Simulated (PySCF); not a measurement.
## B97-3 on Tc (technetium, neutral)

Configuration: [Kr] 4d6 5s1, high-spin 6D determinant (an excited configuration). Computed with PySCF 2.14 in x2c-TZVPPall, with the spin-free X2C one-electron Hamiltonian (Gaussian nucleus).

| Item | Value |
| --- | --- |
| Total energy | -4284.96 hartree |
| One-electron energy | -5910.23 hartree |
| Hartree (Coulomb) energy | 1754.78 hartree |
| Exchange-correlation energy | -129.50 hartree |
| ⟨S²⟩ | 8.7539 |
| ⟨L²⟩ | 6.014 |
| Sum of ⟨r⟩ | 31.92 bohr |
| Sum of ⟨r²⟩ | 53.55 bohr² |
| Traceless quadrupole moment −½Σ⟨3z² − r²⟩ along its main axis | 1.22 e·bohr² |
| Langevin diamagnetic susceptibility | -42.4 ×10⁻⁶ cm³/mol |

| shell | electrons | mean orbital energy (eV) | spread (eV) | rms radius, mean of both spins (bohr) |
| --- | --- | --- | --- | --- |
| 1s α | 1 | -20916.4 | 0 | 0.0394 |
| 1s β | 1 | -20916.3 | 0 | 0.0394 |
| 2s α | 1 | -3003.2 | 0 | 0.162 |
| 2s β | 1 | -3002.6 | 0 | 0.162 |
| 2p α | 3 | -2686.1 | 0.211 | 0.144 |
| 2p β | 3 | -2685.7 | 0.089 | 0.144 |
| 3s α | 1 | -529.29 | 0 | 0.444 |
| 3s β | 1 | -528.93 | 0 | 0.444 |
| 3p α | 3 | -424.47 | 0.420 | 0.448 |
| 3p β | 3 | -424.07 | 0.329 | 0.448 |
| 3d α | 5 | -254.80 | 0.498 | 0.436 |
| 3d β | 5 | -254.11 | 0.327 | 0.436 |
| 4s α | 1 | -75.837 | 0 | 1.13 |
| 4s β | 1 | -72.857 | 0 | 1.13 |
| 4p α | 3 | -46.803 | 1.046 | 1.27 |
| 4p β | 3 | -43.334 | 0.067 | 1.27 |
| 4d α | 5 | -6.670 | 1.145 | 2.02 |
| 5s α | 1 | -5.041 | 0 | 3.62 |
| 4d β | 1 | -4.243 | 0 | 2.02 |

Densities and radii are taken from the X2C orbitals without a picture-change correction, which distorts them close to the nucleus.
